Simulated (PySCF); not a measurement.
Species: C₃H₈O₃SSi.
Geometry (GFN2-xTB, Å), atoms numbered from 1 in this order:
```
atom  x, y, z in Å
C1     2.782    0.161   -0.692
C2     1.511    0.021    0.091
O3     1.434   -0.367    1.229
O4     0.440    0.376   -0.607
Si5   -1.099    0.358    0.042
C6    -1.819   -1.383   -0.165
O7    -1.112    0.894    1.571
S8    -2.101    1.851   -1.115
H9     2.750   -0.512   -1.546
H10    2.859    1.177   -1.071
H11    3.636   -0.075   -0.064
H12   -2.827   -1.437    0.234
H13   -1.864   -1.675   -1.210
H14   -1.214   -2.118    0.360
H15   -0.428    0.574    2.163
H16   -2.956    2.165   -0.156
```

The calculation used TDDFT CAM-B3LYP/def2-SVPD, vertical, gas phase, core orbitals frozen in the response (PySCF 2.14.0, density-fitted response routines).

Frontier orbitals with the atoms that hold most of them (Löwdin shares over 4%, at most four atoms; ? is withheld):

| orbital | ε (eV) | atoms |
| --- | --- | --- |
| LUMO+2 | 1.36 | S8 38%, C1 16%, H16 8%, H10 6% |
| LUMO+1 | 0.84 | C2 28%, O3 20%, O4 10%, C1 8% |
| LUMO | ? | ? |
| HOMO | -8.81 | ? |
| HOMO-1 | -9.95 | O3 36%, S8 17%, O7 10%, O4 9% |
| HOMO-2 | -10.12 | O3 32%, S8 14%, C6 13%, O7 12% |
| HOMO-3 | -11.22 | O4 32%, O7 28%, O3 24%, C2 7% |

Question: Which atoms hold the HOMO, and with what shares?

Answer: S8 (bonded to Si and H) 78%; Si5 (bonded to C, 2 O and S) 8%; H16 (bonded to S) 7%.

Question: Give the leading atoms of the LUMO.

Answer: S8 (bonded to Si and H) 18%; Si5 (bonded to C, 2 O and S) 14%; C2 (bonded to C and 2 O) 14%; O3 (bonded to C) 10%.

Question: What is the LUMO energy, and the HOMO–LUMO gap?

Answer: ε(LUMO) = 0.75 eV; the gap is 9.57 eV (0.3516 hartree).

Question: The HOMO–LUMO gap is 9.57 eV. Where does the response calculation put the lowest singlet, and from which orbitals?

Answer: S1 is at 5.91 eV (f = 0.0010), 3.65 eV below the gap, made of HOMO-1→LUMO+1 (37%), HOMO-2→LUMO+1 (27%), HOMO-1→LUMO (15%). Its leading pair isn't HOMO and LUMO; the energies of that pair differ by 10.79 eV. 

Next come S2 at 6.29 eV (f 0.0098), HOMO→LUMO+3 (36%), HOMO→LUMO+1 (19%), HOMO→LUMO (12%); S3 at 6.74 eV (f 0.064), HOMO→LUMO (53%), HOMO→LUMO+2 (15%), HOMO→LUMO+4 (15%); S4 at 7.39 eV (f 0.017), HOMO→LUMO+1 (35%), HOMO→LUMO+4 (18%), HOMO→LUMO (17%); S5 at 7.60 eV (f 0.0094), HOMO→LUMO+1 (39%), HOMO→LUMO+3 (16%), HOMO→LUMO+2 (13%).

One conformer stands for the species.
